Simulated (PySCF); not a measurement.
Structure problem from calculated spectra and properties.

Formula: C4H6BNO2.

| Item | Value |
| --- | --- |
| Couplings | largest of the computed one-bond spin–spin couplings (means over like bonds): 13C–1H +198.9, 13C–13C +163.6, 13C–1H +140.6 (×3), 13C–11B +135.8, 13C–13C +83.6, 17O–1H -81.3 (×2), 17O–11B -9.3 (×2), 15N–13C -6.0 Hz [B3LYP/pcJ-1, spin–dipole term left out for some pairs] |
| Rotational structure | rotational constants A, B, C: 5.130, 0.802, 0.724 GHz [PBE0-D3(BJ)/def2-SVP] |
| Valence photoelectron | vertical ionisation energy: 9.48 eV [ΔSCF wB97X-D/def2-SVPD] |
| Dipole | 4.27 D [wB97X-D/def2-SVPD] |
| NMR, other nuclei | isotropic shieldings of nuclei other than C and H, by class: 81 (1 B), -160 (1 N), 207 (2 O) ppm [GIAO PBE0/pcSseg-1] |
| UV, first state | lowest singlet excitation: 4.42 eV (280 nm, f = 0.003) [TDDFT wB97X-D/def2-SVPD] |
| 1H NMR | chemical shifts (computed TMS as zero) by class: 7.57 (1 H), 3.77 (3 H), 3.17 (2 H) ppm [GIAO PBE0/pcSseg-1] |
| 13C NMR | chemical shifts (computed TMS as zero) by class: 148.0 (1 C), 104.1 (1 C), 93.3 (1 C), 47.3 (1 C) ppm [GIAO PBE0/pcSseg-1] |

The electronic properties come from PySCF, for the isolated species, density fitting. Levels stand in brackets. One conformer (not necessarily the lowest) at the PBE0-D3(BJ)/def2-SVP geometry, without solvent, vibrations or thermal averaging. Each NMR value is the plain mean over a class of atoms that symmetry, rotation or inversion makes alike.

Task: Propose a structure and show how it fits.

Result: Numbering: `[CH3:1]/[N:2]=[CH:3]\[C:4]#[C:5][B:6]([OH:7])[OH:8]`. 4 carbons fall into 4 classes; from least to most shielded: imine carbon [C3] (148.0 ppm), alkyne carbon [C5] (104.1 ppm), alkyne carbon [C4] (93.3 ppm), N-methyl carbon [C1] (47.3 ppm). Hydrogen classes from least to most shielded: 1 H on an imine carbon, C3 (7.57 ppm), 3 H on an N-methyl carbon, C1 (3.77 ppm), 2 H on 2 boron-bound oxygens, O7/O8 (3.17 ppm). The other shieldings belong to: 81 ppm, three-coordinate boron [B6]; -160 ppm, imine nitrogen [N2]; 207 ppm, boron-bound oxygen [O7/O8]. The couplings run between: +198.9 Hz, imine carbon [C3] and its hydrogen; +163.6 Hz, alkyne carbon [C4] and alkyne carbon [C5]; +140.6 Hz, N-methyl carbon [C1] and its hydrogen (with 2 like pairs); +135.8 Hz, alkyne carbon [C5] and three-coordinate boron [B6]; +83.6 Hz, imine carbon [C3] and alkyne carbon [C4]; -81.3 Hz, boron-bound oxygen [O7] and its hydrogen (with 1 like pair); -9.3 Hz, boron-bound oxygen [O7] and three-coordinate boron [B6] (with 1 like pair); -6.0 Hz, imine nitrogen [N2] and imine carbon [C3]. The first electron is taken from the HOMO, whose largest Löwdin shares are 0.59 on the imine nitrogen, 0.13 on the N-methyl carbon, 0.11 on the imine carbon and 0.05 on a methyl hydrogen. The optimised geometry has point group C1 and is an asymmetric top. Structure: `C/N=C\C#CB(O)O`. Computed isomers that give other values at the same levels: `N#C[C@H]1CCOBO1` (rotational constant A: 3.542 GHz; this holds for the one conformer computed). The assignments are read from this structure; whether some other isomer fits the data as well wasn't checked.

The values belong to the conformer `[CH3:1]/[N:2]=[CH:3]\[C:4]#[C:5][B:6]([OH:7])[OH:8]`: H–O7–B6–C5 180°, H–O8–B6–C5 179°.
